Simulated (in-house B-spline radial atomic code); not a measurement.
A radial electron density 4πr²n(r) was computed for an atom or ion in its tabulated ground configuration with an all-electron radial atomic-structure program (B-spline basis); method: non-relativistic Hartree-Fock, average of configuration. Columns: r (bohr), 4πr²n(r) (electrons per bohr), bar.

```
 0.00136    1.583 #
 0.00165    2.267 #
 0.00201     3.25 ##
 0.00245    4.629 ###
 0.00298    6.508 ####
 0.00363    9.074 #####
 0.00441    12.43 #######
 0.00537    16.81 ##########
 0.00654     22.3 #############
 0.00796    28.84 #################
 0.00969    36.26 #####################
  0.0118    44.03 #########################
  0.0144    51.37 #############################
  0.0175    56.93 #################################
  0.0213    59.84 ##################################
  0.0259     59.5 ##################################
  0.0315    56.55 ################################
  0.0384    53.08 ##############################
  0.0467    52.32 ##############################
  0.0569    56.68 ################################
  0.0693    65.61 ######################################
  0.0843    74.41 ###########################################
   0.103    76.78 ############################################
   0.125       70 ########################################
   0.152    58.98 ##################################
   0.185    53.21 ##############################
   0.225    56.92 #################################
   0.274     62.6 ####################################
   0.334    58.09 #################################
   0.407    41.52 ########################
   0.495    24.49 ##############
   0.603    17.48 ##########
   0.734    19.15 ###########
   0.893    20.58 ############
    1.09    17.14 ##########
    1.32    11.23 ######
    1.61    5.816 ###
    1.96    2.498 #
    2.39   0.8718 
    2.91   0.2394 
    3.54  0.04781 
    4.31 0.006205
```

(1) Which atom or ion is it?
A. Cd2+
B. Cd3+
C. Ag2+
D. In2+

Answers

(1) A. The area under the curve, ∫4πr²n dr = ∫r·4πr²n d(ln r) on this logarithmic grid, is 46 electrons, which only this option has. The configuration is [Kr] 4d10.
